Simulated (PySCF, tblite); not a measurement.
Isomers of C2H5F2OSi2 (doublet state), one GFN2-xTB conformer each. Single-point energies are computed at B3LYP/pcH-1 (PySCF, gas phase, no added dispersion term), electronic only. GFN2-xTB treats the open shell by occupation alone, and not every SCF solution was tested for stability.

```tsv
SMILES	GFN2-xTB relative energy (kJ/mol)
F[C@@H]1C[Si](F)O[SiH2]1	0.0
F[C@@H]1[CH][Si@@H](F)O[SiH2]1	7.5
```

Conformers: `[F:1][C@@H:2]1[CH2:3][Si:4]([F:5])[O:6][SiH2:7]1` (doublet state) with F1–C2–C3–Si4 -91°, C2–C3–Si4–F5 -126°, C3–Si4–O6–Si7 3°, Si4–O6–Si7–C2 10°; `[F:1][C@@H:2]1[CH:3][Si@@H:4]([F:5])[O:6][SiH2:7]1` (doublet state) with F1–C2–C3–Si4 -149°, C2–C3–Si4–F5 -97°, C3–Si4–O6–Si7 3°, Si4–O6–Si7–C2 -14°.

Problem. What does B3LYP/pcH-1 give for the same structures?

Solution. 
| SMILES | B3LYP/pcH-1 E (Eh) | B3LYP/pcH-1 (kJ/mol) | GFN2-xTB (kJ/mol) | point group |
| --- | --- | --- | --- | --- |
| F[C@@H]1C[Si](F)O[SiH2]1 | -933.24323 | 0.0 | 0.0 | C1 |
| F[C@@H]1[CH][Si@@H](F)O[SiH2]1 | -933.23484 | 22.0 | 7.5 | C1 |

Both levels put the same isomer lowest. 

Problem. What happens when harmonic zero-point energies from GFN2-xTB frequencies are added?

Solution. 
```
                        SMILES  ZPE (kJ/mol)  electronic (kJ/mol)  with ZPE (kJ/mol)
      F[C@@H]1C[Si](F)O[SiH2]1         185.1                  0.0                0.0
F[C@@H]1[CH][Si@@H](F)O[SiH2]1         172.4                 22.0                9.3
```

The zero-point energies span 12.7 kJ/mol. The order is unchanged.
